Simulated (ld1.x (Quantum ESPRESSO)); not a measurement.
## boron: excitation energies, all-electron against TM

```
Element                 : B
Generator               : ld1.x (Quantum ESPRESSO) 7.5
Type                    : norm-conserving Troullier–Martins (Kleinman–Bylander form)
Functional              : BP86
Relativity              : scalar-relativistic
Frozen core             : [He]
Valence charge          : 3
Reference configuration : 2s2 2p1
Partial waves           : 2s (bound): rc 1.60 bohr; 2p (bound): rc 3.70 bohr
Local potential         : all-electron potential smoothed inside 3.20 bohr (lloc = -2)
Core correction         : none
```

Energies are relative to the spin-unpolarised reference configuration 2s2 2p1; without spin polarisation the order of configurations can differ from experiment.

```tsv
valence configuration	charge	ΔE all-electron (eV)	error AE − PS (meV)
2s2 2p0	+1	8.285	+171
2s1 2p0	+2	33.792	+495
2s2 2p0.5	+0.5	2.926	+25
2s1 2p1	+1	14.470	-96
2s2 2p1.3	-0.3	-0.765	+2.2
2s1 2p2	0	5.864	-35
2s0 2p3	0	11.744	-123
```

ld1.x printed “convergence not achieved” for 4 of the counted tests; their residual had stalled under 1e-8, short of the target of 1e-14.
